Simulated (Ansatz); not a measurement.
Al9As9H24⁺, a nanocrystal cut from wurtzite AlAs (hydrogen-capped). Charge 1, multiplicity 2. Geometry PBE-D4/def2-SVP, that of the neutral singlet.

```xyz
42

Al    2.596   -4.015   -1.558
As    4.026   -1.891   -1.407
As    0.480   -2.901   -0.785
Al    0.573   -2.164    1.582
Al    3.153    0.346   -0.684
As    2.039   -0.117    1.491
As   -1.636   -1.250    2.242
Al   -1.755   -0.619    4.671
Al    1.038    1.997    2.338
As   -0.091    1.323    4.473
Al   -0.396   -1.245   -2.410
As    1.162    0.715   -2.129
As   -2.567   -0.366   -1.594
Al   -2.598    0.473    0.739
Al    0.109    2.878   -1.495
As   -0.836    2.275    0.725
Al   -3.673    1.201   -3.217
As   -1.895    3.037   -2.992
H     3.166   -5.000   -0.432
H     2.515   -4.367   -3.118
H     5.266   -2.140   -0.554
H     4.755   -1.641   -2.723
H    -0.586   -3.996   -0.778
H     1.175   -3.246    2.592
H     4.242    1.514   -0.680
H     3.194   -0.392    2.450
H    -2.581   -2.439    2.075
H    -1.028   -1.718    5.581
H    -3.166    0.056    5.016
H     2.034    3.238    2.476
H     1.028    1.176    5.499
H    -0.694    2.604    5.040
H    -0.408   -1.744   -3.927
H     1.750    0.979   -3.513
H    -3.459   -1.606   -1.542
H    -4.004    1.062    1.217
H     1.064    4.158   -1.525
H    -1.541    3.547    1.189
H    -3.543    0.655   -4.717
H    -5.010    1.820   -2.589
H    -1.351    3.425   -4.363
H    -2.547    4.376   -2.665
```

Single mean-field runs in def2-TZVP are fitted with def2-universal-jkfit. At PBE-D4/def2-TZVP an occupied level lies above an empty one. At PBE-D4/def2-TZVP the gap within one spin of the charge 1 doublet nearly closes, so an electron or hole may be smeared out by delocalisation error.

Q: Estimate the α-spin orbital energies around the gap (eV) in Ansatz with PBE-D4/def2-TZVP, PBE0-D4/def2-TZVP.

A: 
```tsv
orbital	PBE-D4/def2-TZVP	PBE0-D4/def2-TZVP
HOMO−5	-9.56	-10.68
HOMO−4	-9.52	-10.58
HOMO−3	-9.48	-10.54
HOMO−2	-9.40	-10.45
HOMO−1	-9.28	-10.34
HOMO	-9.11	-10.11
LUMO	-5.21	-4.55
LUMO+1	-5.04	-4.38
LUMO+2	-4.98	-4.28
LUMO+3	-4.86	-4.17
LUMO+4	-4.67	-4.01
LUMO+5	-4.62	-3.91
β HOMO	-9.06	-10.02
β LUMO	-9.12	-9.19
```
